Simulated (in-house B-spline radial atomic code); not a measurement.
Ru+ is squeezed into an impenetrable sphere of radius R (the orbitals vanish at R). Computed with a B-spline radial code for spherical atoms: scalar-relativistic (X2C) Hartree-Fock, spin-polarised, averaged over the determinants with the given up and down occupations, Fermi nucleus of rms radius 4.4809 fm.

Energies in eV above the free ion in [Kr] 4d7:

```json
{"R (bohr)": "8.53", "highest level (eV)": "-16", "[Kr] 4d7": "0.0008618", "[Ar] 3d10 4s2 4p5 4d7 4f1": "58.05", "[Ar] 3d10 4s2 4p5 4d8": "44.9"}
{"R (bohr)": "6.63", "highest level (eV)": "-15.9", "[Kr] 4d7": "0.02807", "[Ar] 3d10 4s2 4p5 4d7 4f1": "60.78", "[Ar] 3d10 4s2 4p5 4d8": "44.93"}
{"R (bohr)": "5.32", "highest level (eV)": "-15.7", "[Kr] 4d7": "0.2924", "[Ar] 3d10 4s2 4p5 4d7 4f1": "64.81", "[Ar] 3d10 4s2 4p5 4d8": "45.2"}
{"R (bohr)": "4.29", "highest level (eV)": "-14.6", "[Kr] 4d7": "1.826", "[Ar] 3d10 4s2 4p5 4d7 4f1": "71.29", "[Ar] 3d10 4s2 4p5 4d8": "46.81"}
{"R (bohr)": "3.58", "highest level (eV)": "-12.2", "[Kr] 4d7": "6.664", "[Ar] 3d10 4s2 4p5 4d7 4f1": "81.27", "[Ar] 3d10 4s2 4p5 4d8": "51.95"}
{"R (bohr)": "2.97", "highest level (eV)": "-6.94", "[Kr] 4d7": "21.83", "[Ar] 3d10 4s2 4p5 4d7 4f1": "103.1", "[Ar] 3d10 4s2 4p5 4d8": "68.16"}
{"R (bohr)": "2.77", "highest level (eV)": "-3.75", "[Kr] 4d7": "33.14", "[Ar] 3d10 4s2 4p5 4d7 4f1": "117.4", "[Ar] 3d10 4s2 4p5 4d8": "80.21"}
{"R (bohr)": "2.24", "highest level (eV)": "13.3", "[Kr] 4d7": "111.6", "[Ar] 3d10 4s2 4p5 4d7 4f1": "207.1", "[Ar] 3d10 4s2 4p5 4d8": "162.7"}
{"R (bohr)": "1.88", "highest level (eV)": "41.1", "[Kr] 4d7": "284", "[Ar] 3d10 4s2 4p5 4d7 4f1": "390.7", "[Ar] 3d10 4s2 4p5 4d8": "341"}
{"R (bohr)": "1.41", "highest level (eV)": "141", "[Kr] 4d7": "1130", "[Ar] 3d10 4s2 4p5 4d7 4f1": "1250", "[Ar] 3d10 4s2 4p5 4d8": "1202"}
```

(1) Does [Ar] 3d10 4s2 4p5 4d7 4f1 fall below [Kr] 4d7 under compression?

(2) Does [Ar] 3d10 4s2 4p5 4d8 fall below [Kr] 4d7 under compression?

The highest level is first positive in the row R = 2.24 bohr, pushed up by confinement above the zero of the free ion's potential. Each configuration is held fixed and needn't be the lowest in the sphere.

## Answers

(1) No, it stays above over the whole range.

(2) No, it stays above over the whole range.
